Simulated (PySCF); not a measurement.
**Calculated NMR data**

PySCF calculation with shielding tensors at PBE0/pcSseg-1 (GIAO) and GFN2-xTB geometry; no relativistic terms, one averaged value for each set of equivalent atoms, no solvent model, one conformer.

Shifts are taken against calculated references (same method and geometry level): ¹H (σref 31.72) and ¹³C (σref 186.93) against TMS. Splittings of carbon signals by F and P are missing where no couplings were computed. Where no couplings were computed, multiplicities follow the n + 1 count of equivalent neighbours, and m marks all less simple cases (inequivalent or close neighbours, rings, F or P nearby). Shifts are as computed. Against solution values, carbons near 30 ppm lie about +3 ppm off and those near 130 ppm about +5 ppm. Of 1211 compounds with measured shifts, 218 miss one by over three times the rms of a fit or turn the order of signals round; such compounds aren't used in these exercises.

Compound 1 (C4H7NSi). ¹H NMR (400 MHz, computed): δ 8.49 (d, 1H), 5.25 (q, 2H), 2.89 (d, 1H), 0.35 (t, 3H). ¹³C{¹H} NMR (computed): δ 158.0, 89.4, 81.8, -3.6. Structure: `C(/C#C)=N/[SiH2]C`.

Compound 2 (C6H6NO2P). ¹H NMR (400 MHz, computed): δ 10.85 (m, 1H), 9.99 (m, 1H), 8.82 (m, 1H), 4.22 (s, 3H). ¹³C{¹H} NMR (computed): δ 190.6 (CH), 177.0 (CH), 174.7 (C), 149.1 (C), 129.3 (CH), 54.5 (CH3). Structure: `c1c(C(OC)=O)ncpc1`.
